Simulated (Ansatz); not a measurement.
This geometry of AsBH4O (7 atoms, charge 0, multiplicity 1) is a first-order saddle point.

The calculation used RKS B3LYP/def2-SVP in Ansatz 0.2.0.

```xyz
7
Properties=species:S:1:pos:R:3
O -1.515 -0.341 -0.547
B -0.170 -0.513 -0.495
As 0.887 -0.169 1.233
H -1.957 0.448 -0.869
H 0.416 -1.036 -1.424
H 0.240 1.173 1.571
H 2.099 0.438 0.531
```

**Question.** Which two structures does it join? (They come from a converged band through this point; their orientation in space is the band's.)

**Answer.** No bond is made or broken. The dihedral H4–O1–B2–As3 goes from -175 to 6°.

Initial state:

```xyz
7
Properties=species:S:1:pos:R:3
O -1.515 0.090 -0.349
B -0.240 -0.346 -0.428
As 0.962 -0.231 1.226
H -2.033 -0.072 -1.149
H 0.171 -0.891 -1.431
H 0.491 1.147 1.682
H 2.164 0.302 0.450
```

Final state:

```xyz
7
Properties=species:S:1:pos:R:3
O -1.425 -0.028 -0.874
B -0.187 -0.498 -0.621
As 0.825 -0.263 1.160
H -1.803 0.524 -0.176
H 0.314 -1.176 -1.486
H 0.222 1.102 1.513
H 2.054 0.339 0.484
```

**Question.** How far does it lie above each of them?

**Answer.** 55.6 kJ/mol above the first and 53.9 kJ/mol above the second. This is the barrier of this one path; another mechanism may lie lower.

The run took 5.3 min on 1 thread of Intel(R) Xeon(R) Platinum 8488C (Sapphire Rapids) (shared host), peak memory 0.27 GiB.
